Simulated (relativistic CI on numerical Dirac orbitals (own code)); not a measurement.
## One change at a time: Pd X

Base calculation: Dirac-Coulomb-Breit CI, separate exchange-only KLI orbitals for each configuration, a model potential for QED, unscaled Slater integrals.

CI space (outside the closed core [Ar] 3d10): 4s²4p⁶4d, 4s²4p⁶4f, 4s²4p⁵4d², 4s²4p⁶5s, 4s²4p⁶5p, 4s4p⁶4d², 4s²4p⁵4d4f, 4s²4p⁶5d, 4s4p⁶4d4f, 4s²4p⁶6s, 4s²4p⁶6p, 4s²4p⁶5f, 4s²4p⁵4d5s, 4s²4p⁶5g, 4p⁶4d³, 4p⁵4d⁴, 4p⁵4d³4f. Double excitations out of closed p, d and f shells are left out; levels of such configurations are missing from the list, as are those of other unlisted configurations, and high levels can miss mixing partners. These lack a partner that the ground configuration has and come out too high: 4s²4p⁵4d5s.

Variants: (1) non-relativistic limit; (2) only the first 3 configurations. Shifts of the energy above 4s²4p⁶4d ²D3/2, in cm⁻¹, for the lowest level and the first level of each name with at least 55 % of one term (blank where a level changes its place among those of its configuration and J or its character, or is not in the variant):

```
            Level    Base    Δ(1)   Δ(2)
   4s²4p⁶4d ²D3/2       0       0      0
   4s²4p⁶4d ²D5/2    6510   -6510    +10
   4s²4p⁶5s ²S1/2  360936  +22228       
 4s²4p⁵4d² ⁴D°1/2  406446  -11656  -8668
 4s²4p⁵4d² ⁴D°3/2  408387  -13597  -8483
 4s²4p⁵4d² ⁴D°5/2  411794  -17004  -8199
 4s²4p⁵4d² ⁴D°7/2  417259  -22469  -7902
4s²4p⁵4d² ⁴G°11/2  426283  -14762  -5937
 4s²4p⁵4d² ⁴G°9/2  426567  -15046  -6333
 4s²4p⁵4d² ⁴G°7/2  428391  -16871  -6888
 4s²4p⁵4d² ⁴P°5/2  430740  -16445  -7819
 4s²4p⁵4d² ⁴P°3/2  435645  -21350  -7830
 4s²4p⁵4d² ⁴P°1/2  442354  -28059  -7785
 4s²4p⁵4d² ²D°5/2  444685          -8200
```

At this charge energies of transitions that change n are usually good to better than 1 %, and those within a shell (Δn = 0) to a few per cent.

Ionisation energy from the two ground configurations alone: base 160.144 eV. The NIST ASD value (theoretical) is 159.9 eV.

LS names give the leading component of a level, which can be under half, so a name can repeat, a term be missing and a line seem to break the LS rules.
